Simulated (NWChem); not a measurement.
Species: SiNH₄OF; SMILES N[Si@H](O)F

```xyz
8

N     -0.5287    -1.4700    -0.2833
Si    -0.0818     0.0277     0.3716
O     -0.9605     1.1870    -0.4105
F      1.4790     0.4422     0.1391
H     -0.6865    -1.6051    -1.2743
H     -0.4130    -2.3391     0.2210
H     -0.2521    -0.0161     1.8426
H     -0.5339     2.0442    -0.4992
```
Atoms are numbered in this order, from 1.

Program: NWChem. Pople sets run with spherical d functions. All runs use the structure optimised with PBE0/def2-SVP. Level: PBE/6-31G* with SMD (1 M gas to 1 M solution), gas-phase geometry. Reactions with the solvent are ignored.

Task: Predict the results for solvent anisole. Quantities: solvation free energy (kcal/mol); cavity-dispersion-structure term (kcal/mol); dipole in solution (D).

Result: 
```json
{
 "solvation free energy (kcal/mol)": "-4.5",
 "cavity-dispersion-structure term (kcal/mol)": "0.7",
 "dipole in solution (D)": "1.06"
}
```
